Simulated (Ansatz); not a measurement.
A series at Ga: from `[Br][Ga]([Br])[Br]`, ligands are replaced one by one, each step taking up HCl and setting free HBr; n counts the steps. Ansatz, PBE0-D4/def2-TZVP geometries.

```tsv
n	molecule	HOMO energy, ωB97M-V/def2-TZVPP (eV)
0	`[Br][Ga]([Br])[Br]`	-10.91
1	`[Cl][Ga]([Br])[Br]`	?
2	`[Cl][Ga]([Cl])[Br]`	-11.23
3	`[Cl][Ga]([Cl])[Cl]`	-11.73
```

Question: By hand: fit a straight line y = ȳ + b (n − n̄) to the 3 given rows and predict n = 1.

Answer: n̄ = 1.667, ȳ = -11.290; Σ(n − n̄)(y − ȳ) = -1.200, Σ(n − n̄)² = 4.667, so b = -0.257 eV a step. Prediction: -11.290 + (-0.257) × (-0.667) = -11.12 eV.

Question: By hand: compare with the computed value, -11.04 eV, and give the steps along the whole series.

Answer: The line misses by 0.08 eV (computed minus predicted). Steps: -0.13, -0.19, -0.50 eV.

One step carries most of the change, so a line is a poor guide. The highest orbital can change its character along such a series. The miss is 9.8 % of the series' range.

Spin–orbit coupling is left out; it splits and shifts lone-pair levels of the heavy atoms by tenths of an eV.
